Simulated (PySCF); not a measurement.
Peak assignment

Cartesian coordinates in Å; atom numbers follow the order of the lines, from 1:
```xyz
18

C     3.6706   -0.3430   -0.5305
C     2.4614    0.5304   -0.3803
O     2.4660    1.7304   -0.3542
O     1.3300   -0.1630   -0.2689
Si   -0.1008    0.6620   -0.0915
C    -1.3545   -0.7792   -0.0689
C    -2.7029   -0.2343    0.1772
F    -2.9374    0.1386    1.4566
C    -3.6739   -0.0154   -0.6973
F    -3.5152   -0.3454   -1.9921
H     4.5547    0.2692   -0.6794
H     3.7837   -0.9486    0.3664
H     3.5291   -1.0145   -1.3740
H    -0.3335    1.5193   -1.2471
H    -0.0916    1.3815    1.1756
H    -1.1033   -1.4818    0.7255
H    -1.3543   -1.3148   -1.0159
H    -4.6369    0.4149   -0.4777
```

Gas phase, fast rotation and ring inversion assumed for equivalent nuclei, single conformer, no relativistic terms. Geometry from GFN2-xTB; shielding tensors at PBE0/pcSseg-1 (GIAO); PySCF 2.14.

δ = σ(ref) − σ, references computed at the same level: 13C (σ = 186.93 ppm) and 1H (σ = 31.72 ppm) against TMS.

**Question.** Assign these signals to the numbered atoms. 13C{1H} NMR (computed): δ 177.7, 162.1, 148.5, 23.7, 16.3.

**Answer.** 
```tsv
δ (ppm)	atoms	environment	reason
177.7	C2	carbonyl carbon	–
162.1	C7	fully substituted alkene carbon	an sp2 carbon of a C=C bond
148.5	C9	alkene CH	as expected for a trigonal carbon in a double bond
23.7	C1	methyl carbon α to a carbonyl	α to the electron-withdrawing carbonyl group
16.3	C6	allylic sp3 CH2 bonded to Si	–
```

**Question.** Assign these signals to the numbered atoms. 1H NMR (400 MHz, computed): δ 7.51 (m, 1H), 5.01 (t, 2H), 2.34 (m, 2H), 2.19 (s, 3H).

**Answer.** 
| δ (ppm) | atoms | environment | reason |
| --- | --- | --- | --- |
| 7.51 | H18 | hydrogen on an alkene CH | a vinylic proton, deshielded by the sp2 carbon and the C=C anisotropy |
| 5.01 | H14/H15 | hydrogen on a silicon bonded to C, O | – |
| 2.34 | H16/H17 | hydrogen on an allylic sp3 CH2 bonded to Si | allylic position |
| 2.19 | H11/H12/H13 | hydrogen on a methyl carbon α to a carbonyl | α to C=O |

Splittings by 19F in the carbon and heteronuclear signals aren't shown, as no couplings were computed. Shifts are as computed. Against solution values, carbons near 30 ppm lie about +3 ppm off and those near 130 ppm about +5 ppm. Of 1211 compounds with measured shifts, 218 miss one by over three times the rms of a fit or turn the order of signals round; such compounds aren't used in these exercises. Multiplicities follow the n + 1 count of equivalent neighbours, as no J values were calculated; m marks all less simple cases, F and P coupling included.
